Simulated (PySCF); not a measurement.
Atom-mapped SMILES (the numbers label the heavy atoms): `[CH3:1][C:2]#[C:3]/[C:4]([F:5])=[CH:6]\[F:7]`. Each H is labelled by its parent atom.

Geometry: PBE0-D3(BJ)/def2-SVP; GIAO shifts from PySCF 2.14, gas phase, non-relativistic, averaged over equivalent atoms.

At PBE0/STO-3G (39 basis functions, 2.6 s wall time on 1 thread of an AMD EPYC 7R43 64-Core, shared host):
| atoms | δ (ppm) |
| --- | --- |
| C6 | 120.9 |
| C4 | 110.1 |
| C2 | 82.5 |
| C3 | 61.3 |
| C1 | 15.0 |
| F7 | -31.4 |
| F5 | -44.1 |
| H(C6) | 5.97 |
| H(C1) | 1.53 |

Scale: ¹³C (234.69 ppm) and ¹H (32.60 ppm) vs TMS; ¹⁹F (304.40 ppm) against CFCl3 (reference shieldings calculated alike).

Predict the values at PBE0/cc-pVTZ on the same geometry.

Results:


| atoms | δ at PBE0/cc-pVTZ | change |
| --- | --- | --- |
| C6 | 154.4 | +33.5 |
| C4 | 143.9 | +33.8 |
| C2 | 107.8 | +25.3 |
| C3 | 70.3 | +9.0 |
| C1 | 5.0 | -10.0 |
| F7 | -163.9 | -132.5 |
| F5 | -162.5 | -118.4 |
| H(C6) | 7.54 | +1.57 |
| H(C1) | 2.14 | +0.61 |

Chemical shifts δ = σref − σ; ¹³C (187.29 ppm), ¹H (31.29 ppm) against TMS; ¹⁹F (182.60 ppm) against CFCl3, all at this level.

The largest change is at F7 (vinylic fluorine). Cost: 266 basis functions, 34 s wall time on 1 thread of an Arm Neoverse V1, shared host. The order of the carbon signals is the same at both levels.

Unscaled 19F shifts against computed CFCl3 carry errors that often reach 10 to 50 ppm.
